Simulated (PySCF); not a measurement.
Spectrum to structure. Computed with TDDFT B3LYP/def2-SVPD, vertical, gas phase, core orbitals frozen in the response (PySCF). Geometries: GFN2-xTB, one conformer each.

| state | E (eV) | f |
| --- | --- | --- |
| S1 | 6.14 | 0.020 |
| S2 | 6.54 | 0.022 |
| S3 | 6.74 | 0.019 |
| S4 | 6.90 | 0.0028 |
| S5 | 6.97 | 0.011 |
| S6 | 7.00 | 0.011 |
| S7 | 7.07 | 0.0041 |
| S8 | 7.39 | 0.0056 |

Question: Which candidate is it? All have the formula CH9ClO2Si3.
A. `[SiH3][SiH2]O[Si@H](CCl)O`
B. `C[Si@]([SiH3])(Cl)O[SiH2]O`
C. `CO[Si@@H]([SiH3])O[SiH2]Cl`

Answer: A. Its S1, at 6.14 eV, is the lowest among the candidates; the nearest of the others has S1 at 6.47 eV. S1 is HOMO→LUMO (90%). Löwdin shares by element: HOMO chlorine 31%, carbon 17%, oxygen 12% or more, silicon 10% or more (atoms not listed hold the other 30%); LUMO silicon 49% or more, hydrogen 15% or more (atoms not listed hold the other 37%). At the same level the other candidates give, for their lowest levels:
- `CO[Si@@H]([SiH3])O[SiH2]Cl`: 6.47 eV (f 0.038); 6.71 eV (f 0.010); 7.08 eV (f 0.008); 7.22 eV (f 0.003); 7.33 eV (f 0.005); T1 5.80 eV; HOMO -7.83, LUMO -0.44 eV
- `C[Si@]([SiH3])(Cl)O[SiH2]O`: 6.49 eV (f 0.047); 6.59 eV (f 0.037); 6.92 eV (f 0.022); 7.27 eV (f 0.083); 7.38 eV (f 0.005); T1 5.87 eV; HOMO -7.82, LUMO -0.43 eV

Shape of the structure used: `[OH:1][Si@@H:2]([CH2:3][Cl:4])[O:5][SiH2:6][SiH3:7]`: O1–Si2–C3–Cl4 -57°, O1–Si2–O5–Si6 16°, Si2–O5–Si6–Si7 29°, H–O1–Si2–C3 49°.
Triplets come from the Tamm–Dancoff approximation.
